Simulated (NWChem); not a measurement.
C₂HCl₂, doublet; SMILES Cl[C]=CCl

All runs: NWChem. Spin-unrestricted. In the optimisation the excess spin sits in a' (Cs, its own frame). Coordinates come from a B3LYP/6-31G* (spherical d), spin-unrestricted optimisation. No stability test was run on the SCF state. Level PBE0/def2-SVPD: energy and gradient; each run changes one setting, and changes count from the defaults (medium grid, exact Coulomb integrals, symmetry on).

```tsv
setting	size of the energy change (μHa)	largest change of a gradient component (μHa/bohr)	time, defaults = 1 (rough)
defaults	< 10	< 30	about 1
extra-fine grid	< 10	< 30	2
coarse grid	20	90	about 1
Becke weights	< 10	< 30	about 1
tight SCF thresholds and tolerances	< 10	< 30	2
symmetry off	< 10	other frame	about 1
```
